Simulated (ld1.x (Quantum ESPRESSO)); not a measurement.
## Reading a pseudo-wave (Co (Z = 27))

Columns: radius, all-electron u(r) and pseudo u(r) of the 3p shell (level -65.64 eV) of cobalt in the configuration [Ne] 3s2 3p6 3d7 4s2 4p0; PBE, scalar-relativistic, PAW scheme, ld1.x (Quantum ESPRESSO) 7.5.

```csv
r (bohr),all-electron,pseudo
0.082,0.4921,-0.0147
0.165,0.5863,-0.0582
0.248,0.2132,-0.1267
0.330,-0.2725,-0.2131
0.413,-0.6924,-0.3124
0.495,-0.9774,-0.4139
0.578,-1.1368,-0.5120
0.660,-1.1923,-0.5968
0.742,-1.1766,-0.6638
0.825,-1.1146,-0.7090
0.908,-1.0264,-0.7296
0.990,-0.9275,-0.7258
1.072,-0.8260,-0.7003
1.155,-0.7263,-0.6564
1.238,-0.6332,-0.5994
1.320,-0.5492,-0.5357
1.402,-0.4739,-0.4700
1.485,-0.4064,-0.4058
1.568,-0.3473,-0.3473
1.650,-0.2964,-0.2964
1.733,-0.2520,-0.2520
1.815,-0.2142,-0.2142
1.898,-0.1814,-0.1814
1.980,-0.1537,-0.1537
2.062,-0.1301,-0.1301
2.145,-0.1098,-0.1098
```

(1) How many radial nodes do the two functions have?

(2) At about which radius was the pseudo-wave matched?

(3) Is the pseudo-wave norm-conserving?

Answers

(1) The all-electron 3p function has n − l − 1 = 1; the pseudo-wave has 0, since the states of the same l below it are removed with the core.

(2) 1.65 bohr, where the columns begin to agree (steps of 0.08 bohr).

(3) No, it belongs to a PAW set: the norm inside the radius is not constrained, and the difference is carried by the augmentation charge.
